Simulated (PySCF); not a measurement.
C₂H₄OSe, SMILES C1[Se]CO1. Coordinates come from a PBE0-D3(BJ)/def2-SVP optimisation. The structure was generated by enumeration, and PubChem lists no compound with its InChIKey, so it may never have been made.

Computed equilibrium geometry at PBE0-D3(BJ)/def2-SVP (PySCF confirms it by a frequency run) as Cartesian coordinates in Å, and its point group:
point group C2v.
```xyz
8

C      0.0000     1.0982     0.8374
O      0.0000     0.0000     1.7123
C      0.0000    -1.0982     0.8374
Se     0.0000     0.0000    -0.8090
H      0.9038     1.7218     0.9396
H     -0.9038     1.7218     0.9396
H     -0.9038    -1.7218     0.9396
H      0.9038    -1.7218     0.9396
```
Charge 0, spin multiplicity 1.
